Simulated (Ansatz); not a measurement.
Reaction (cleavage of the Si–Al bond): `C[SiH](C)[AlH][NH2]` + silanol → `C[SiH](C)O[SiH3]` + `[NH2][AlH2]`

Calculated with Ansatz (gas phase, PBE0-D4/def2-TZVP geometries, no zero-point term in ΔE). CBS: MP2 limit from def2 TZ/QZ plus the TZ coupled-cluster correction, frozen cores. This one scheme is used for every species. DFT in def2-TZVPP. B3LYP here is the variant with VWN-RPA as its local correlation; programs differ in this. Each species was taken in one conformer, which may not be the lowest.

**Question.** Is it downhill or uphill in electronic energy at CCSD(T)/CBS, and by how much? (Estimate.)

**Answer.** Computed: Downhill: ΔE = -126.1 kJ/mol.

**Question.** What do these levels give: ωB97X-V, ωB97M-V, PBE0, B3LYP, SCS-MP2/def2-TZVPP, CCSD(T)/def2-TZVPP? (Best estimate.)

**Answer.** Ansatz gave: ωB97X-V -126.4, ωB97M-V -132.5, PBE0 -108.4, B3LYP -126.5, SCS-MP2/def2-TZVPP -135.3, CCSD(T)/def2-TZVPP -125.2 kJ/mol.

Largest T1 diagnostic among the species: 0.011.

From PBE to PBE0 (25 % exact exchange), in def2-TZVPP and without D4, ΔE moves by −9.7 kJ/mol. In def2-TZVPP, CCSD(T) changes the Hartree–Fock value by +28.0 kJ/mol (the triples alone add +4.1 kJ/mol) and MP2 by +21.3 kJ/mol.
